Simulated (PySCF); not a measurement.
Computed shifts of a molecule C₃H₈O₂Si, HF/pcSseg-1 (PySCF), GIAO, gas phase, atoms alike by connectivity averaged where their shifts nearly agree, in ppm (number of nuclei): ¹³C: 152.1 (1), 137.8 (1), 49.2 (1). ²⁹Si: -31.9 (1). ¹H: 6.89 (1), 6.66 (1), 6.07 (1), 4.39 (1), 3.85 (3), 1.87 (1). References: ¹³C against TMS (σ = 192.6 ppm); ²⁹Si against TMS (σ = 393.8 ppm); ¹⁷O against H2O (σ = 333.0 ppm); ¹H against TMS (σ = 31.99 ppm), references at their B3LYP-D3(BJ)/def2-TZVP geometries, non-relativistic. Coordinates come from a PBE0-D3(BJ)/def2-SVP optimisation. Other conformers were not sampled.

Question: Which molecule gave these data?
(A) C1CO[SiH2]CO1
(B) C[SiH](C)OC=O
(C) C=C[Si@@H](O)OC
(D) CCC(=O)O[SiH3]

Answer: C, C=C[Si@@H](O)OC
